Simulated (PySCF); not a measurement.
# Assignment exercise: C7H6Si

Geometry:
| atom | x (Å) | y (Å) | z (Å) |
| --- | --- | --- | --- |
| C1 | 4.253 | -2.064 | -0.578 |
| C2 | 3.158 | -1.581 | -0.424 |
| C3 | 1.934 | -1.031 | -0.252 |
| C4 | 0.820 | -0.574 | -0.089 |
| C5 | -0.399 | 0.065 | 0.070 |
| C6 | -1.616 | -0.421 | 0.385 |
| C7 | -2.533 | 0.770 | 0.405 |
| Si8 | -1.015 | 1.868 | -0.054 |
| H9 | 5.203 | -2.486 | -0.712 |
| H10 | -1.904 | -1.443 | 0.585 |
| H11 | -3.340 | 0.701 | -0.324 |
| H12 | -2.996 | 0.936 | 1.378 |
| H13 | -1.023 | 2.468 | -1.385 |
| H14 | -0.542 | 2.793 | 0.973 |

[PySCF 2.14.0 with density-fitted response routines: shielding tensors at PBE0/pcSseg-1 (GIAO); geometry: GFN2-xTB; one conformer; no solvent model; one averaged value for each set of equivalent atoms; no relativistic terms]

Scale: 13C (186.93 ppm), 1H (31.72 ppm) vs TMS (reference shieldings calculated alike).

Q: Assign these signals to the numbered atoms. 13C{1H} NMR (computed): δ 171.2 (CH), 133.6 (C), 89.0 (C), 82.8 (CH), 74.9 (C), 73.8 (C), 19.5 (CH2).

A: 
171.2 → C6, alkene CH
133.6 → C5, fully substituted alkene carbon: the olefinic region
89.0 → C3, alkyne carbon: sp carbons lie upfield of alkene carbons because the cylindrical π system leaves one tensor component strongly shielded
82.8 → C1, terminal alkyne carbon: the triple bond shields along its axis, which puts it between sp3 and sp2 carbons
74.9 → C4, alkyne carbon: sp carbons lie upfield of alkene carbons because the cylindrical π system leaves one tensor component strongly shielded
73.8 → C2, alkyne carbon
19.5 → C7, allylic sp3 CH2 bonded to Si

C4 and C2 lie closer than the usual error of such a calculation, so a measured spectrum could show them in the other order.

Q: Assign these signals to the numbered atoms. 1H NMR (300 MHz, computed): δ 7.47 (t, 1H), 5.09 (m, 2H), 2.07 (s, 1H), 2.01 (m, 2H).

A: 
| δ (ppm) | atoms | environment | reason |
| --- | --- | --- | --- |
| 7.47 | H10 | hydrogen on an alkene CH | a vinylic proton, deshielded by the sp2 carbon and the C=C anisotropy |
| 5.09 | H13/H14 | hydrogen on a silicon bonded to 2 C, in a 4-membered ring | – |
| 2.07 | H9 | hydrogen on a terminal alkyne carbon | it lies on the axis of the triple bond, in its shielding cone |
| 2.01 | H11/H12 | hydrogen on an allylic sp3 CH2 bonded to Si | allylic position |

H9 and H11/H12 lie closer than the usual error of such a calculation, so a measured spectrum could show them in the other order.

Shifts are as computed. Against solution values, carbons near 30 ppm lie about +3 ppm off and those near 130 ppm about +5 ppm. Of 1309 compounds with measured shifts, 239 miss one by over three times the rms of a fit or turn the order of signals round; such compounds aren't used in these exercises. Multiplicities follow the n + 1 count of equivalent neighbours, as no J values were calculated; m marks all less simple cases, F and P coupling included.
